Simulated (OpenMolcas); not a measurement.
## Tc4+: moving or changing the point charges

Tc4+ among 4 point charges of -2 e arranged as a square (D4h), 2.05 Å from the ion.

- Program: OpenMolcas 26.06
- Method: SS-CASPT2, IPEA 0.25 Eh, imaginary shift 0.1 Eh (closed shells correlated: 4s 4p)
- Basis: ANO-RCC-VDZP [6s5p3d1f]
- Scalar Hamiltonian: DKH2, point nucleus
- Active space: 3 electrons in 5 orbitals (4d)
- State averaging: 2S+1 = 4 even, 10 roots; 2S+1 = 2 even, 40 roots
- Spin-orbit coupling: RASSI with atomic mean-field integrals over the reference wave functions

Runs around this geometry, states (labels of D4, the rotations of D4h). Energies in cm-1 above the lowest state or level, χT in cm3 K/mol.

| R (Å) | q (e) | Ground state | First state of that spin | First gap with spin-orbit (degeneracies) | χT at 300 K | First state of another spin |
| --- | --- | --- | --- | --- | --- | --- |
| 2.05 | -1.6 | 4A2 | 4E 2980 | 12 (2, 2) | 1.439 | 2A2 12990 |
| 1.93 | -2 | 4A2 | 4E 7610 | 46 (2, 2) | 1.701 | 2E 12430 |
| 2.05 | -2 | 4A2 | 4E 5390 | 30 (2, 2) | 1.628 | 2A2 12800 |
| 2.23 | -2 | 4A2 | 4E 2900 | 25 (2, 2) | 1.419 | 2A2 13040 |

Taking the first state of the same spin as R^-n, n = -ln(2900 / 7610) / ln(2.23 / 1.93) = 6.7 between the shortest and longest distance.

Scaling the charges by -1.6 / -2 = 0.80 scales the first state of the same spin by 2980 / 5390 = 0.55; with fixed orbitals a first-order splitting would follow the charge.

Free-ion shares, where given, are those of the reference states; single-state CASPT2 does not remix them. This is an electrostatic model: the charges have no orbitals. No measured value stands beside these numbers.
